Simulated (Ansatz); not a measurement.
`C=C[SiH2]N` + `[SiH3][TeH]` → `C=C[Te][SiH3]` + `N[SiH3]`  (substitution at a C–Si bond)

Isolated molecules relaxed with PBE0-D4/def2-TZVP in Ansatz; ΔE leaves out vibrations. CCSD(T)/CBS adds triple-zeta CCSD(T) − MP2 to the extrapolated MP2 energy (def2 sets, frozen cores). This one scheme is used for every species. DFT in def2-TZVPP. def2 core potentials past Kr. For Te outer-core shells are correlated without core-valence functions, which leaves a few kJ/mol of doubt a bond. One conformer a species, not always the lowest.

`C=C[SiH2]N`:

Cartesian coordinates in Å:
```
C -1.128 -0.483 1.288
C 0.168 -0.640 1.030
Si 0.993 0.050 -0.493
N -0.046 0.916 -1.548
H -1.601 -0.889 2.178
H -1.775 0.066 0.608
H 0.770 -1.200 1.746
H 1.586 -1.079 -1.259
H 2.079 0.972 -0.061
H -0.357 1.848 -1.332
H -0.690 0.440 -2.157
```

`[SiH3][TeH]`:

Z-matrix (Å, degrees):
```
Si
Te 1 2.494
H 1 1.484 2 111.4
H 1 1.484 2 111.4 3 122.4
H 1 1.484 2 104.9 3 -118.8
H 2 1.658 1 91.7 3 -60.9
```

`C=C[Te][SiH3]`:

```xyz
10

C     0.448   -1.497    1.750
C     0.695   -0.582    0.825
Te    0.431   -0.924   -1.234
Si   -0.688    1.268   -1.614
H     0.666   -1.297    2.795
H     0.027   -2.467    1.512
H     1.114    0.385    1.084
H    -2.057    1.305   -1.039
H     0.123    2.348   -0.994
H    -0.759    1.463   -3.084
```

`N[SiH3]`:

Z-matrix (Å, degrees):
```
Si
N 1 1.720
H 1 1.486 2 107.9
H 1 1.494 2 116.0 3 -120.3
H 1 1.486 2 107.9 3 119.4
H 2 1.007 1 119.6 3 -168.6
H 2 1.007 1 119.6 3 49.2
```

```
             level  ΔE (kcal/mol)  difference from CCSD(T)/CBS
       LDA (SPW92)           10.4                          1.7
            PBE-D4            8.7                          0.0
            B97M-V           10.3                          1.6
        r2SCAN0-D4           10.6                          1.9
          BHLYP-D4           10.3                          1.6
      CAM-B3LYP-D4           10.5                          1.8
          PBE-QIDH            9.7                          1.0
            revPBE            8.5                         -0.2
              BLYP            8.7                          0.0
           LC-ωPBE           10.9                          2.2
   CCSD/def2-TZVPP            9.8                          1.1
CCSD(T)/def2-TZVPP            9.1                          0.4
     HF/def2-QZVPP           11.5                          2.8
    MP2/def2-QZVPP            7.4                         -1.3
SCS-MP2/def2-QZVPP            7.7                         -1.0
     MP2/CBS(def2)            7.3                         -1.4
       CCSD(T)/CBS            8.7                            0
```

Largest T1 diagnostic among the species: 0.011.

From PBE to PBE0 (25 % exact exchange), in def2-TZVPP and without D4, ΔE moves by +1.1 kcal/mol. In def2-TZVPP, CCSD(T) changes the Hartree–Fock value by −2.6 kcal/mol (the triples alone add −0.7 kcal/mol) and MP2 by −3.9 kcal/mol. Leaving LDA and LC-ωPBE aside and taking each functional with its dispersion term where it has one, the values, not all of them listed here, spread over 2.3 kcal/mol, from BLYP-D4 to r2SCAN0-D4. LDA lies +1.4 kcal/mol from PBE without D4.
